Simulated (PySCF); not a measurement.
A structure optimised at PBE-D3(BJ)/def2-SVP, used in a PySCF frequency run:

```
P
Si 1 2.2709
H 2 1.5037 1 109.78
H 2 1.5082 3 108.84 1 119.21
H 2 1.5084 3 109.05 4 117.74
Si 1 2.2709 2 93.13 3 -164.83
H 6 1.5037 1 109.78 2 -164.83
H 6 1.5082 7 108.84 1 119.21
H 6 1.5084 7 109.05 8 117.74
```
Charge 0, spin multiplicity 2.

Problem. Write its SMILES, formula and point group.

Solution. [SiH3][P][SiH3], H6PSi2, C2

Problem. What are its rotational constants (standard atomic weights)?

Solution. 8.0628, 2.7108, 2.1315 GHz
